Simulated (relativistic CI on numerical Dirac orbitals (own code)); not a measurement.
## Radial parameters of Al⁴⁺

Calculated at this level of theory: Dirac-Coulomb-Breit CI, separate exchange-only KLI orbitals for each configuration, model QED (radiative potential, 1s self-energy scaled to tabulated hydrogen-like ionisation energies), valence Slater integrals scaled by 0.85, P86 correlation energy added to each configuration (own radial code, finite nucleus).

Slater integrals F^k, G^k are unscaled and averaged over j, outside the closed core 1s2; ζ comes from projecting the Hamiltonian with its Breit term on Σ l·s of the shell.

- 2s2 2p5: ζ(2p) = 2268.7 cm⁻¹; <r>(2p) = 0.5642, <r^2>(2p) = 0.3965 (bohr units).
- 2s2 2p4 3s: F^2(2p,2p) = 173000, ζ(2p) = 2482.5, G^1(2p,3s) = 12787 cm⁻¹; <r>(2p) = 0.5409, <r^2>(2p) = 0.3626, <r>(3s) = 1.739, <r^2>(3s) = 3.434 (bohr units).
- 2s2 2p4 3p: F^2(2p,2p) = 172750, ζ(2p) = 2485.8, F^2(2p,3p) = 28726, G^0(2p,3p) = 11781, G^2(2p,3p) = 12039, ζ(3p) = 342.47 cm⁻¹; <r>(2p) = 0.5416, <r^2>(2p) = 0.3637, <r>(3p) = 1.855, <r^2>(3p) = 3.947 (bohr units).

Averages of the first 10 configurations, taken without configuration mixing, which lowers the lowest level and can move excited configurations by several eV; other configurations of the list can lie among them:

```json
{"Configuration": "2s2 2p5", "Parity": "odd", "States": "6", "Average energy above the lowest level (eV)": "0.2"}
{"Configuration": "2s 2p6", "Parity": "even", "States": "2", "Average energy above the lowest level (eV)": "47.2"}
{"Configuration": "2s2 2p4 3s", "Parity": "even", "States": "30", "Average energy above the lowest level (eV)": "96.4"}
{"Configuration": "2s2 2p4 3p", "Parity": "odd", "States": "90", "Average energy above the lowest level (eV)": "105.5"}
{"Configuration": "2s2 2p4 3d", "Parity": "even", "States": "150", "Average energy above the lowest level (eV)": "116.5"}
{"Configuration": "2s2 2p4 4s", "Parity": "even", "States": "30", "Average energy above the lowest level (eV)": "126.7"}
{"Configuration": "2p6 3s", "Parity": "even", "States": "2", "Average energy above the lowest level (eV)": "191.1"}
{"Configuration": "2s2 2p4 4p", "Parity": "odd", "States": "90", "Average energy above the lowest level (eV)": "130.0"}
{"Configuration": "2s 2p5 3s", "Parity": "odd", "States": "24", "Average energy above the lowest level (eV)": "140.0"}
{"Configuration": "2s2 2p4 4d", "Parity": "even", "States": "150", "Average energy above the lowest level (eV)": "134.0"}
```
